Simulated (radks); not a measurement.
Ga, configuration [Ar] 3d10 4s1.5 4p1.5 (fractional occupations, a model configuration).

Calculated with a radial shooting solver on a logarithmic mesh with Libxc functionals: scalar-relativistic Kohn-Sham, SCAN, spin-unpolarised, spherical densities, finite nucleus; meta-GGA in the generalised Kohn-Sham scheme; Fermi nuclear charge, rms radius 3.9973 fm.

Energy parts (eV):
part                       energy
total                  -52907.032
kinetic                 53807.457
electron-nucleus      -127470.384
Hartree                 22821.617
exchange-correlation    -2065.722

Orbitals (lengths in bohr, moments of r in powers of bohr; r(max) is where P^2 peaks):
| orbital | occ. | eigenvalue (eV) | r(max) | <r^4> |
|---|---|---|---|---|
| 1s | 2 | -10261.01 | 0.03179 | 0.00002607 |
| 2s | 2 | -1275.668 | 0.1822 | 0.005418 |
| 2p | 6 | -1108.462 | 0.1465 | 0.004011 |
| 3s | 2 | -154.1161 | 0.5644 | 0.3865 |
| 3p | 6 | -102.9800 | 0.5674 | 0.5160 |
| 3d | 10 | -20.6644 | 0.5356 | 1.966 |
| 4s | 1.5 | -9.7930 | 1.883 | 68.47 |
| 4p | 1.5 | -3.0018 | 2.498 | 315.7 |

The highest occupied level is 4p at -3.002 eV. The density falls to 0.001 e/bohr^3 at r = 4.54 bohr. The electron density at the nucleus is 2.853e+04 e/bohr^3 (large components only).
